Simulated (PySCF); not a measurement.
**Spinor energies of N (nitrogen, neutral)**

Start: [He] 2s1 2p4; 2s1/2 filled at m_j = +1/2; 2p1/2 filled at m_j = +1/2; 2p3/2 filled at m_j = -1/2, +1/2, +3/2. Calculated with PySCF 2.14 in x2c-TZVPall-2c with one added diffuse shell each of s, p, d type (6s4p3d1f, 40 functions): generalised Hartree-Fock with the X2C-1e Hamiltonian and a Gaussian nucleus; one run each with spin-orbit coupling (SO) switched off, then screened by Boettger's factors. This is a chosen level, not necessarily the ground level.

```
spinor shell  electrons  ε, spin-free (eV)  ε, screened SO (eV)  weight of nominal j (screened SO)  rms radius, screened SO (bohr)
       1s1/2          2            -426.83              -426.82                              1.000                           0.265
       2s1/2          1            -33.287              -33.283                              1.000                            1.39
       2p3/2          3            -14.769              -16.996                              0.666                            1.53
       2p1/2          1            -14.769               -8.085                              0.666                            2.12
```

```json
{"quantity": "E (hartree)", "spin-free": "-54.02986", "screened SO": "-54.03001"}
{"quantity": "M_J", "spin-free": "5/2", "screened SO": "5/2"}
{"quantity": "⟨J²⟩", "spin-free": "8.818", "screened SO": "8.818"}
{"quantity": "⟨L²⟩", "spin-free": "2.001", "screened SO": "2.001"}
{"quantity": "⟨S²⟩", "spin-free": "3.817", "screened SO": "3.816"}
```

Each row is a mean over spinors that exchange with the open shell spreads, by up to 3.846 eV (1s1/2).

Rows whose weight is well below 1 are mixtures of j = l ± 1/2: exchange outweighs spin-orbit coupling there, and the label is only the starting occupation.

⟨J²⟩ departs a little from M_J(M_J + 1) because the unrestricted spinors polarise the closed shells.

Without spin-orbit coupling the j labels of p, d and f shells carry no meaning; the spin-free column gives the mean over the occupied spinors of each nl shell.
